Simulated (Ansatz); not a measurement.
One change: `OCNBF` becomes `CNCO`.

Ansatz, PBE0-D4/def2-TZVP geometries, multiplicity 1. Each molecule was computed in one conformer, which needn't be the lowest.

```tsv
property	`OCNBF`
size of the dipole moment (PBE/def2-TZVPP) / D	3.11
HOMO energy (PBE/def2-TZVPP) / eV	-6.48
HOMO energy (B3LYP/def2-TZVPP) / eV	-7.83
LUMO energy (ωB97M-V/def2-TZVPP) / eV	2.15
HOMO energy (PBE0/def2-TZVPP) / eV	-8.06
size of the dipole moment (ωB97M-V/def2-TZVPP) / D	3.18
```

(1) What does the change do to each property? (An estimate is asked.)

Answers

(1) The calculation gave: 
```json
{"property": "size of the dipole moment (PBE/def2-TZVPP) / D", "`CNCO`": "1.55", "shift": "-1.56"}
{"property": "HOMO energy (PBE/def2-TZVPP) / eV", "`CNCO`": "-5.35", "shift": "1.13"}
{"property": "HOMO energy (B3LYP/def2-TZVPP) / eV", "`CNCO`": "-6.58", "shift": "1.25"}
{"property": "LUMO energy (ωB97M-V/def2-TZVPP) / eV", "`CNCO`": "2.64", "shift": "0.49"}
{"property": "HOMO energy (PBE0/def2-TZVPP) / eV", "`CNCO`": "-6.78", "shift": "1.28"}
{"property": "size of the dipole moment (ωB97M-V/def2-TZVPP) / D", "`CNCO`": "1.64", "shift": "-1.54"}
```

With PBE0 the HOMO rises by 1.28 eV and the LUMO rises by 0.61 eV, so the gap narrows by about 0.67 eV. PBE moves the HOMO by 1.13 eV and ωB97M-V by 1.29 eV. Dipoles are sizes alone; their direction can turn.

B3LYP here is the variant with VWN-RPA as its local correlation; programs differ in this.
